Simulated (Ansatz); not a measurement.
Other settings, tried on Pb₃Se₃ (the lowest singlet isomer of a short search).

```yaml
crystal:
  periodic: [false, false, false]
  atoms:
    - {symbol: Pb, position_ang: [0.572198, 1.662277, -0.572263]}
    - {symbol: Pb, position_ang: [-0.772075, -1.433722, -0.875273]}
    - {symbol: Pb, position_ang: [0.368707, -0.421881, 2.672375]}
    - {symbol: Se, position_ang: [-0.382866, 0.438091, -2.777050]}
    - {symbol: Se, position_ang: [-1.601000, 0.585291, 1.123650]}
    - {symbol: Se, position_ang: [1.815037, -0.830046, 0.428562]}
basis:
  gaussian: {orbitals: def2-TZVP, point_charges: [{charge: 0.50, position_ang: [5.819, 0.894, 0.071]}]}
magnetization: {spin_polarized: false, initial_magnetization: 2}
hamiltonian: {xc: {name: r2SCANh}, dispersion: d3bjatm, pseudopotentials: {relativity: scalar}}
scf: {omitted_lower_state_checks: [starts]}
output: {forces: true}
```

```sh
$ ansatz run in.yaml --threads 4 --pin off --events-out ev --progress --plain --max-ram 6963MiB
```

Output, abridged:

```
Functional definition: r2SCANh
2431 factors; integrals over basis functions are off by at most 6.4e-4 eV
mean field evaluation 1: about -213595.5079 eV, gradient 3.0e1 eV
mean field evaluation 2: about -213595.5069 eV, gradient 3.0e1 eV
mean field evaluation 4: about -213594.9964 eV, gradient 3.2e1 eV
mean field evaluation 8: about -213598.8704 eV, gradient 1.9e0 eV
mean field evaluation 16: about -213598.8867 eV, gradient 4.7e-2 eV
mean field evaluation 32: about -213598.8868 eV, gradient 1.5e-4 eV
mean field -213598.88676404 eV, -7849.6143060530 hartree, gradient 8.8e-6 eV, S^2 2.000000; 0 other end points of the search recorded, 0 dependent functions left out
reference -213598.88678466 eV, -7849.6143068109 hartree; 85, 83 occupied and 209, 211 virtual orbitals, 2431 factors
Total energy: -213599.04782681 eV, -7849.6202250007 hartree
Relativity: scalar
Atom 0 at     0.572198     1.662277    -0.572263 Å, force    -0.393709    -1.025583     0.780097 eV/Å
Atom 1 at    -0.772075    -1.433722    -0.875273 Å, force     0.422728     0.775358     0.888673 eV/Å
Atom 2 at     0.368707    -0.421881     2.672375 Å, force     0.181927    -0.183994     1.416271 eV/Å
Atom 3 at    -0.382866     0.438091    -2.777050 Å, force     0.040328    -0.013837     0.020420 eV/Å
Atom 4 at    -1.601000     0.585291     1.123650 Å, force    -0.135255     0.213472    -1.567694 eV/Å
Atom 5 at     1.815037    -0.830046     0.428562 Å, force    -0.059745     0.293398    -1.551382 eV/Å
Dipole moment:    -0.433324    -0.026023    -0.215279 e Å
Checks for a lower state left out: starts
```

It took 1.8 min on 4 threads of Arm Neoverse V2 on a shared host, peak host memory 2.2 GiB.

In the def2 sets Pb takes a core potential; there is no spin–orbit coupling.

With spin_polarized false and unpaired electrons the run is restricted open-shell.
